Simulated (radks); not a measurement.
Valence configurations of La I (all share [Xe]). Method: scalar-relativistic Kohn-Sham, PBE, spin-unpolarised, spherical densities, finite nucleus; Fermi nuclear charge, rms radius 4.855 fm; computed with a radial shooting solver on a logarithmic mesh with Libxc functionals. Energies are relative to 5d1 6s2; eigenvalues in eV.

| valence | E (eV) | e(4f) | e(5d) | e(6p) | e(6s) |
|---|---|---|---|---|---|
| 5d1 6s2 | 0.000 | - | -3.091 | - | -3.679 |
| 4f2 5d1 | 5.729 | -0.338 | -3.297 | - | - |
| 5d1 6s1 6p1 | 2.377 | - | -3.961 | -1.856 | -4.282 |
| 5d3 | 1.921 | - | -1.441 | - | - |
| 5d2 6s1 | 0.793 | - | -2.144 | - | -3.127 |
| 5d1 6p2 | 4.845 | - | -4.749 | -2.284 | - |
| 6s2 6p1 | 2.307 | - | - | -2.171 | -4.874 |
| 4f1 6s1 6p1 | 2.831 | -0.812 | - | -1.772 | -3.957 |
| 5d0.5 6s2 6p0.5 | 1.009 | - | -4.077 | -1.777 | -4.290 |

NIST lists [Xe] 5d1 6s2 as the ground configuration; this level of theory agrees among the configurations tried. The energies are those of spherical spin-averaged densities, not of single terms. No valid solution was reached for [Xe] 4f1 5d1 6s1.
